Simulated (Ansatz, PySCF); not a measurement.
Pulling on the O2–H3 bond in H2O2Sn (SMILES [OH][Sn][OH]) (multiplicity 1 held, fragments rigid). Energies count from the point at 0.966 Å.
Geometry at that point (charge 0, multiplicity 1):
```xyz
5

Sn    -0.03454    -0.00769     0.37358
O      0.55213     1.44458    -0.84260
H      0.54266     1.17685    -1.77089
O     -0.32444    -1.27376    -1.15357
H     -0.63691    -2.15880    -0.93855
```

U- levels take the lowest unrestricted solution at each point, which mixes spins at long bonds. Active spaces are followed from a long bond inwards. Levels need not reach the same state.

Cores are frozen in the correlated methods. Filled d and f shells under p-block atoms count as core. Rows in 3-21G, LANL2DZ carry no dispersion term and start afresh at each structure; the Pople sets are all-electron and without relativity. LANL2DZ brings its own core potentials from Na on.

The values were computed with Ansatz (Gaussian orbitals); PySCF for 3-21G rows, LANL2DZ rows. Each number belongs to the level named beside it. In def2 rows elements past Kr take small-core potentials, without spin–orbit coupling.

Other levels give for the energy at R = 3.092 Å: U-PBE/def2-TZVPP 118.28; U-B3LYP/def2-TZVPP 119.91; U-wB97X-V/def2-TZVPP 121.83; FIC-MRCISD+Q on CASSCF(4,3)/def2-TZVPP 121.72 kcal/mol.

Common cheap choices:

```json
[
 {"level": "R-HF/3-21G", "energy at R = 3.092 Å (kcal/mol)": "213.77"},
 {"level": "U-HF/LANL2DZ", "energy at R = 3.092 Å (kcal/mol)": "84.14"},
 {"level": "R-B3LYP/LANL2DZ", "energy at R = 3.092 Å (kcal/mol)": "155.18"},
 {"level": "U-B3LYP/LANL2DZ", "energy at R = 3.092 Å (kcal/mol)": "115.26"}
]
```

Doubts at one or more of the structures used: a restricted determinant that unrestricted orbitals would lower (R-HF/3-21G); a spin-contaminated determinant (U-HF/LANL2DZ, U-B3LYP/LANL2DZ, U-PBE/def2-TZVPP, U-B3LYP/def2-TZVPP, U-wB97X-V/def2-TZVPP); active orbitals that take no part (FIC-MRCISD+Q on CASSCF(4,3)/def2-TZVPP).

Ansatz is a program for electronic structure.
